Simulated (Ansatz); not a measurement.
Molecule (SMILES): [SiH]Br (SiH-Br) (closed-shell singlet).
Geometry (B3LYP-D3(BJ)/def2-TZVP, fixed):
```
Si
H 1 1.5241
Br 1 2.2668 2 94.17
```

Basis-set convergence of the dipole moment at MP2 with Ansatz (a first-principles code). Dipoles come from the density behind the forces; the sign is taken along the dipole that this method gives in the largest set. The reference of a correlated method is not its basis-set limit, which lies further on. All functions are spherical. Cores are frozen (with 3d on Ga to Br). A restricted Hartree-Fock determinant is unstable towards unrestricted orbitals. No added dispersion term, no relativity. Reference: the value in aug-pcseg-3, 1.236 D, itself unsure by roughly 0.010 D (its mean distance from aug-cc-pV(Q+d)Z, def2-QZVPPD). Deviations are taken from unrounded values. Cost is core time over that of aug-cc-pV(T+d)Z, rough, on shared machines of one kind; a dash marks a row that isn't timed (too short, read off another run, short of memory, by another algorithm or on other hardware).

```csv
basis,functions,dipole moment (D),minus reference (D),cost
pcseg-0,37,1.666,0.431,-
pcseg-1,50,1.412,0.176,-
cc-pV(D+d)Z,55,1.252,0.017,-
aug-cc-pV(D+d)Z,77,1.260,0.025,-
pcseg-2,91,1.419,0.183,-
cc-pV(T+d)Z,96,1.209,-0.026,0.7×
aug-cc-pV(T+d)Z,137,1.210,-0.026,1×
cc-pV(Q+d)Z,162,1.228,-0.007,2×
pcseg-3,165,1.259,0.023,2×
aug-cc-pV(Q+d)Z,228,1.229,-0.007,3×
cc-pV(5+d)Z,259,1.238,0.002,5×
```

The smallest set listed that lies within 0.05 D of the reference with all its larger relatives (same family, alike in diffuse functions; a set with none counts only in the reference's own line) is cc-pV(D+d)Z (55 functions, 0.017 D off). Inside, with no larger relative to test it: pcseg-3.
